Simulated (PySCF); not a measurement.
C2H9NSi3. Atoms are numbered in the order given.

```xyz
15

Si    -2.4771     0.5581    -0.3120
Si    -0.5594    -0.4515     0.5772
C      0.4001    -1.4988    -0.7619
N      1.7412    -1.0196    -1.0816
C      2.2303     0.0042    -0.5016
Si     1.2504     0.9941     0.8303
H     -3.4707    -0.4646    -0.7584
H     -3.1316     1.4535     0.6872
H     -2.0742     1.3734    -1.4971
H     -0.8712    -1.2668     1.7881
H     -0.1670    -1.5508    -1.7075
H      0.4877    -2.5482    -0.4301
H      3.2520     0.2938    -0.8039
H      1.9647     0.9967     2.1404
H      1.0449     2.4077     0.3977
```

Geometry optimised at B3LYP-D3(BJ)/def2-SVP. The structure was generated by enumeration; whether it is a known compound was not checked. The values are those of a single conformer.

These are B3LYP-D3(BJ)/def2-SVP (PySCF) values and carry that method's errors.

Frequencies are harmonic and unscaled.

```json
[
 {"mode": "1", "ν (cm⁻¹)": "26", "IR (km/mol)": "1.5", "moving atoms (share of kinetic energy)": "C 32 %, H 28 %, Si 26 %, N 14 %"},
 {"mode": "2", "ν (cm⁻¹)": "92", "IR (km/mol)": "0.1", "moving atoms (share of kinetic energy)": "H 92 %"},
 {"mode": "3", "ν (cm⁻¹)": "94", "IR (km/mol)": "0.8", "moving atoms (share of kinetic energy)": "Si 64 %, H 27 %"},
 {"mode": "4", "ν (cm⁻¹)": "134", "IR (km/mol)": "0.8", "moving atoms (share of kinetic energy)": "Si 40 %, H 36 %, C 20 %"},
 {"mode": "5", "ν (cm⁻¹)": "313", "IR (km/mol)": "12.7", "moving atoms (share of kinetic energy)": "H 42 %, N 33 %, C 23 %"},
 {"mode": "6", "ν (cm⁻¹)": "325", "IR (km/mol)": "6.4", "moving atoms (share of kinetic energy)": "Si 64 %, C 17 %, H 12 %"},
 {"mode": "7", "ν (cm⁻¹)": "399", "IR (km/mol)": "4.2", "moving atoms (share of kinetic energy)": "Si 72 %, H 20 %"},
 {"mode": "8", "ν (cm⁻¹)": "429", "IR (km/mol)": "9.0", "moving atoms (share of kinetic energy)": "H 79 %, Si 17 %"},
 {"mode": "9", "ν (cm⁻¹)": "467", "IR (km/mol)": "7.0", "moving atoms (share of kinetic energy)": "Si 62 %, H 23 %"},
 {"mode": "10", "ν (cm⁻¹)": "502", "IR (km/mol)": "11.3", "moving atoms (share of kinetic energy)": "H 78 %, Si 20 %"},
 {"mode": "11", "ν (cm⁻¹)": "541", "IR (km/mol)": "5.1", "moving atoms (share of kinetic energy)": "H 68 %, Si 26 %"},
 {"mode": "12", "ν (cm⁻¹)": "553", "IR (km/mol)": "12.5", "moving atoms (share of kinetic energy)": "Si 43 %, N 30 %, C 17 %, H 9 %"},
 {"mode": "13", "ν (cm⁻¹)": "582", "IR (km/mol)": "5.4", "moving atoms (share of kinetic energy)": "H 78 %, C 12 %, Si 9 %"},
 {"mode": "14", "ν (cm⁻¹)": "621", "IR (km/mol)": "16.8", "moving atoms (share of kinetic energy)": "H 52 %, C 38 %, Si 9 %"},
 {"mode": "15", "ν (cm⁻¹)": "660", "IR (km/mol)": "52.5", "moving atoms (share of kinetic energy)": "H 69 %, C 22 %"},
 {"mode": "16", "ν (cm⁻¹)": "678", "IR (km/mol)": "76.4", "moving atoms (share of kinetic energy)": "H 68 %, Si 16 %, C 14 %"},
 {"mode": "17", "ν (cm⁻¹)": "706", "IR (km/mol)": "21.2", "moving atoms (share of kinetic energy)": "H 73 %, C 12 %, Si 12 %"},
 {"mode": "18", "ν (cm⁻¹)": "796", "IR (km/mol)": "94.4", "moving atoms (share of kinetic energy)": "H 64 %, C 25 %"},
 {"mode": "19", "ν (cm⁻¹)": "819", "IR (km/mol)": "50.1", "moving atoms (share of kinetic energy)": "H 41 %, C 29 %, N 18 %, Si 11 %"},
 {"mode": "20", "ν (cm⁻¹)": "883", "IR (km/mol)": "224.2", "moving atoms (share of kinetic energy)": "H 89 %, Si 9 %"},
 {"mode": "21", "ν (cm⁻¹)": "909", "IR (km/mol)": "18.4", "moving atoms (share of kinetic energy)": "H 76 %, C 21 %"},
 {"mode": "22", "ν (cm⁻¹)": "933", "IR (km/mol)": "25.4", "moving atoms (share of kinetic energy)": "H 47 %, C 36 %, N 14 %"},
 {"mode": "23", "ν (cm⁻¹)": "943", "IR (km/mol)": "14.2", "moving atoms (share of kinetic energy)": "H 97 %"},
 {"mode": "24", "ν (cm⁻¹)": "946", "IR (km/mol)": "27.2", "moving atoms (share of kinetic energy)": "H 93 %"},
 {"mode": "25", "ν (cm⁻¹)": "948", "IR (km/mol)": "119.8", "moving atoms (share of kinetic energy)": "H 70 %, C 21 %"},
 {"mode": "26", "ν (cm⁻¹)": "1204", "IR (km/mol)": "6.4", "moving atoms (share of kinetic energy)": "H 87 %"},
 {"mode": "27", "ν (cm⁻¹)": "1222", "IR (km/mol)": "4.5", "moving atoms (share of kinetic energy)": "H 78 %, C 21 %"},
 {"mode": "28", "ν (cm⁻¹)": "1315", "IR (km/mol)": "33.3", "moving atoms (share of kinetic energy)": "H 79 %, C 12 %, N 9 %"},
 {"mode": "29", "ν (cm⁻¹)": "1408", "IR (km/mol)": "5.4", "moving atoms (share of kinetic energy)": "H 93 %"},
 {"mode": "30", "ν (cm⁻¹)": "1688", "IR (km/mol)": "19.1", "moving atoms (share of kinetic energy)": "N 49 %, C 48 %"},
 {"mode": "31", "ν (cm⁻¹)": "2200", "IR (km/mol)": "61.0", "moving atoms (share of kinetic energy)": "H 98 %"},
 {"mode": "32", "ν (cm⁻¹)": "2203", "IR (km/mol)": "63.2", "moving atoms (share of kinetic energy)": "H 98 %"},
 {"mode": "33", "ν (cm⁻¹)": "2210", "IR (km/mol)": "7.0", "moving atoms (share of kinetic energy)": "H 97 %"},
 {"mode": "34", "ν (cm⁻¹)": "2211", "IR (km/mol)": "130.9", "moving atoms (share of kinetic energy)": "H 97 %"},
 {"mode": "35", "ν (cm⁻¹)": "2215", "IR (km/mol)": "91.8", "moving atoms (share of kinetic energy)": "H 96 %"},
 {"mode": "36", "ν (cm⁻¹)": "2217", "IR (km/mol)": "163.1", "moving atoms (share of kinetic energy)": "H 96 %"},
 {"mode": "37", "ν (cm⁻¹)": "3035", "IR (km/mol)": "9.3", "moving atoms (share of kinetic energy)": "H 95 %"},
 {"mode": "38", "ν (cm⁻¹)": "3061", "IR (km/mol)": "33.3", "moving atoms (share of kinetic energy)": "H 92 %, C 8 %"},
 {"mode": "39", "ν (cm⁻¹)": "3074", "IR (km/mol)": "2.5", "moving atoms (share of kinetic energy)": "H 91 %, C 9 %"}
]
```
